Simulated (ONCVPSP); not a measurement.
# Cutoff test, Be (Z = 4), ONCV

beryllium (Be), optimised norm-conserving Vanderbilt (ONCV), made with ONCVPSP 4.0.1 (PBE, scalar-relativistic). Core none, reference 1s2 2s1.75 2p0.25. Waves: 1s+2s: rc 0.80 bohr, ncon 3, nbas 8, qcut 11.6 1/bohr, 2 projectors; 2p: rc 4.00 bohr, ncon 5, nbas 8, qcut 3 1/bohr, 1 projector. Local part: polynomial inside 0.65 bohr (lpopt 2, dvloc0 0 Ha). Core correction: none.

Q: For each optimised wave give the share of its norm inside rc, the residual kinetic energy above qcut (Ha) and the cutoffs (Ha) for errors of 10, 1, 0.1 and 0.01 mHa per electron.

A:

```tsv
wave	norm inside rc	residual KE	10 mHa	1 mHa	0.1 mHa	0.01 mHa
1s	0.919	3.0e-04	49.8	61.4	150.3	429.7
2s	0.022	6.8e-05	34.4	50.9	65.2	149.7
2p	0.743	3.0e-05	2.1	3.2	4.0	7.8
```

The occupied waves need 61 Ha and 150 Ha for 1 and 0.1 mHa.
